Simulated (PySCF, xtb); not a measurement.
1-hydroxysilylpropan-2-one (C₃H₈O₂Si), SMILES CC(=O)C[SiH2]O.

GFN2-xTB (xtb 6.7.1) at its own geometry gives an orbital gap of 3.98 eV and a dipole moment of 2.97 D.

Geometry: PBE0-D3(BJ)/def2-SVP. Other conformers were not sampled.

### Question
What does HF/def2-TZVP run with PySCF give? (Estimate from the structure and the level; the computed values follow.)

### Answer
gap 14.63 eV (levels -11.49 and 3.14 eV), dipole 4.22 D.
